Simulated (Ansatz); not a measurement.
A nudged elastic band was laid between two geometries of ClF₃H₃SiTi (9 atoms, charge 0, multiplicity 2).

Computed with UHF/def2-SVP (Ansatz).

```yaml
movable_images: 7
climbing_image: yes
spring: 5.0 eV/Å²
optimiser: quadratic models (default)
start_path: through a guess of the saddle point
force_threshold: 0.03 eV/Å
iteration_limit: 60
end_points: relaxed
```

Initial state:

```xyz
9
Properties=species:S:1:pos:R:3
Ti 0.238 -0.129 0.542
Cl 0.028 -1.499 2.793
F 1.930 -0.373 0.026
F 0.037 1.322 1.675
F -1.256 -0.519 -0.356
Si -0.209 0.117 4.217
H -0.323 -0.636 5.476
H 1.016 0.914 4.186
H -1.459 0.803 3.896
```

Final state:

```xyz
9
Properties=species:S:1:pos:R:3
Ti 0.117 0.027 0.523
Cl -1.468 0.398 2.606
F 1.356 -0.375 1.841
F 0.340 1.664 -0.156
F -0.540 -1.425 -0.281
Si -0.099 -0.025 4.231
H 0.296 -1.427 4.118
H 0.969 0.971 4.174
H -0.970 0.192 5.398
```

Q: Which bonds break or form, and what moves?

A: No bond is made or broken.  The two ends are copies of one structure, up to a mirror image or an exchange of like atoms.

Q: What energy profile does the band end with?

A: It did not converge within its limit. The highest image is number 4 of 0 to 8, 0.34 eV above the ends, which have the same energy within 2 meV. The band didn't meet its force threshold, so its energies are provisional: the largest band force was still 0.08 eV/Å, and over the last iterations the top stayed at 0.35 eV.

```
image  path coordinate (Å)  energy (eV)
    0                 0.00         0.00
    1                 1.32         0.12
    2                 2.65         0.18
    3                 3.97         0.34
    4                 5.30         0.34
    5                 6.86         0.33
    6                 8.42         0.20
    7                 9.98         0.11
    8                11.54         0.00
```

Time of the run: 29 min on 4 threads of Arm Neoverse V1, with other jobs on the host, peak memory 0.69 GiB.
